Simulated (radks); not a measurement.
Problem. Species: the osmium ion Os15+. Configuration: [Kr] 4d10 4f13 5s2. Calculated with a radial shooting solver on a logarithmic mesh with Libxc functionals: scalar-relativistic Kohn-Sham, LB94 model potential, spin-polarised, spherical densities, finite nucleus; open shells are filled with parallel spins first (spin-orbit coupling, left out, can overturn this in heavy ions); Fermi nuclear charge, rms radius 5.4126 fm. Some entries of the table are withheld. Estimate them.

orbital,occ.,eigenvalue (eV),<r> (bohr),<r^2> (bohr^2)
1s down,1,-74430.89,0.01771,0.0004323
1s up,1,-74430.89,0.01771,0.0004323
2s down,1,-13253.54,0.07477,0.006618
2s up,1,-13253.52,0.07477,0.006618
2p down,3,-11592.82,0.06713,0.005507
2p up,3,-11592.81,0.06713,0.005507
3s up,1,-3340.686,0.1935,0.04281
3s down,1,-3340.633,0.1935,0.04280
3p up,3,-2852.468,0.1940,0.04363
3p down,3,-2852.393,0.1940,0.04362
3d up,5,-2305.619,0.1756,0.03612
3d down,5,-2305.581,0.1756,0.03611
4s up,1,-954.6445,0.4305,0.2091
4s down,1,-953.6212,0.4305,0.2091
4p up,3,-794.3268,0.4570,(1)
4p down,3,-793.3364,0.4571,(2)
4d up,5,-594.6783,0.4826,(3)
4d down,5,-593.7183,0.4827,(4)
5s up,1,-384.3254,0.9007,0.9024
5s down,1,-383.7289,0.9012,0.9034
4f up,7,-371.1422,0.5159,0.3170
4f down,6,-370.2524,0.5161,0.3174

Solution. 
(1) 4p up <r^2> (bohr^2): 0.2371
(2) 4p down <r^2> (bohr^2): 0.2372
(3) 4d up <r^2> (bohr^2): 0.2686
(4) 4d down <r^2> (bohr^2): 0.2687
